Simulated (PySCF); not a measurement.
# Spinor energies of Cr (chromium, neutral)

Start: [Ar] 3d5 4s1; 3d3/2 filled at m_j = -3/2, -1/2, +1/2, +3/2; 3d5/2 filled at m_j = +5/2; 4s1/2 filled at m_j = +1/2. Calculated with PySCF 2.14 in x2c-SVPall-2c with one added diffuse shell each of s, d type (6s5p4d1f, 48 functions): generalised Hartree-Fock with the X2C-1e Hamiltonian and a Gaussian nucleus; one run each with spin-orbit coupling (SO) switched off, then screened by Boettger's factors.

```csv
spinor shell,electrons,"ε, spin-free (eV)","ε, screened SO (eV)",weight of nominal j (screened SO),"rms radius, screened SO (bohr)"
1s1/2,2,-6039.4,-6039.3,1.000,0.0735
2s1/2,2,-721.97,-721.96,1.000,0.316
2p1/2,2,-603.54,-609.69,0.983,0.286
2p3/2,4,-603.54,-600.51,0.991,0.288
3s1/2,2,-90.850,-90.849,1.000,0.970
3p1/2,2,-56.060,-56.433,0.664,1.05
3d3/2,4,-9.858,-9.868,0.506,1.61
3d5/2,1,-9.858,-9.814,1.000,1.62
4s1/2,1,-6.179,-6.180,1.000,3.92
```

Task: Where does 3p3/2 lie, and what is the 3p spin-orbit splitting (screened SO)?

Result: At -55.879 eV, 0.554 eV above 3p1/2.

```
   quantity    spin-free  screened SO
E (hartree)  -1049.49728  -1049.50542
        M_J            3            3
       ⟨J²⟩       12.000       12.000
       ⟨L²⟩        0.000        0.001
       ⟨S²⟩       12.000       11.999
```

Each row is a mean over spinors that exchange with the open shell spreads, by up to 11.694 eV (3p3/2).

Rows whose weight is well below 1 are mixtures of j = l ± 1/2: exchange outweighs spin-orbit coupling there, and the label is only the starting occupation.

Without spin-orbit coupling the j labels of p, d and f shells carry no meaning; the spin-free column gives the mean over the occupied spinors of each nl shell.
